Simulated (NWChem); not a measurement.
A series in which one site is exchanged, each optimised at PBE0/def2-SVP with NWChem, gas phase unless a solvent is named. Low-valent species are run as closed-shell singlets; no triplet was tried in these runs. Some are not confirmed as minima by frequencies. def2 effective core potentials on Sn, I; no spin-orbit coupling.

A: [SnH][Br] (SnHBr; site = H)
B: [Br][Sn][I] (SnIBr; site = I)
C: [Br][Sn][Br] (SnBr2; site = Br)
D: [Cl][Sn][Br] (SnBrCl; site = Cl)

| quantity | A | B | C | D |
|---|---|---|---|---|
| dipole (D), PBE0/def2-SVP | 2.68 | (withheld) | 3.10 | 3.19 |
| static polarisability, PBE/def2-SVPD (bohr³) | 70.2 | (withheld) | 92.5 | 82.5 |
| lowest singlet excitation, PBE/def2-SVPD, TDA (eV) | 2.41 | (withheld) | 3.03 | 3.18 |

Task: Fill in the missing entries.

Result: 
- dipole (D), PBE0/def2-SVP, B: 2.93
- static polarisability, PBE/def2-SVPD (bohr³), B: 109.5
- lowest singlet excitation, PBE/def2-SVPD, TDA (eV), B: 2.58
